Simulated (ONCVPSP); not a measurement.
**Before and after: ONCV potential for Hg**

ONCVPSP 4.0.1 input, shortened (lines: element, Z, core and valence counts, functional; n l f; lmax; l rc ep ncon nbas qcut; lloc lpopt rc5 dvloc0; l nproj debl; icmod fcfact rcfact), PBEsol, scalar-relativistic:

```
  Hg 80.00    9    6  -116133      upf
    1    0    2.00
    2    0    2.00
    2    1    6.00
    3    0    2.00
    3    1    6.00
    3    2   10.00
    4    0    2.00
    4    1    6.00
    4    2   10.00
    4    3   14.00
    5    0    2.00
    5    1    6.00
    5    2   10.00
    6    0    1.50
    6    1    0.50
    3
    0    1.50    0.00    5    8    8.90
    1    1.60    0.00    5   10    7.40
    2    1.35    0.00    3    6    6.20
    3    0.55    0.00    4    9   33.00
    3    5    0.55    0.00
    0    2    3.30
    1    3    1.60
    2    2    3.80
    3    0    2.20
    3    2.25    1.60
```

Change: p: rc 1.08.

Cutoffs: the cutoffs (Ha) at which the residual kinetic energy of the hardest occupied pseudo-wave falls to 1 and 0.1 mHa per electron; they do not see the model core or the augmentation charge, which bear on the density cutoff. Errors are all-electron minus pseudo energies relative to the spin-unpolarised reference configuration.

Problem. Predict the effect on cutoff, ghosts and configuration errors.

Solution. The potential gets neither clearly harder nor softer (445 Ha and 487 Ha → 445 Ha and 487 Ha); both files keep a bound ghost (d, p, s); the errors of the 3 common tests hardly move.

| quantity | base | changed |
| --- | --- | --- |
| cutoff, loose | 445 Ha | 445 Ha |
| cutoff, tight | 487 Ha | 487 Ha |
| loose cutoff by channel | s 33 Ha, p 16 Ha, d 22 Ha, f 445 Ha | s 33 Ha, p 237 Ha, d 22 Ha, f 445 Ha |
| bound ghosts | s, p, d | s, p, d |
| GHOST(+) flags under 300 eV | none | none |
| tests with a reliable result | 3 of 4 | 3 of 4 |
| error for 4f14 5s2 5p6 5d10 6s2 6p0, meV [ΔE -3.00 eV] | +0.8 | +0.7 |
| error for 4f14 5s2 5p6 5d10 6s1 6p0, meV [ΔE 7.74 eV] | -3.0 | -3.0 |
| error for 4f14 5s2 5p6 5d10 6s1.5 6p0, meV [ΔE 1.38 eV] | -0.7 | -0.7 |
| s: phases at 1.52 bohr within 0.05 rad from the reference energy up to (Ha; the scan ends near 5) | to the end of the scan | to the end of the scan |
| d: phases at 1.37 bohr within 0.05 rad from the reference energy up to (Ha; the scan ends near 5) | to the end of the scan | to the end of the scan |
| f: phases at 0.56 bohr within 0.05 rad from the reference energy up to (Ha; the scan ends near 5) | to the end of the scan | to the end of the scan |
| rms error of d²Exc/dni dnj with the model core, mHa | 2.97 | 2.99 |

 A true bound ghost makes a file unfit for plane-wave use even where its test errors are small: the radial tests pick states by their node count and pass the ghost by.
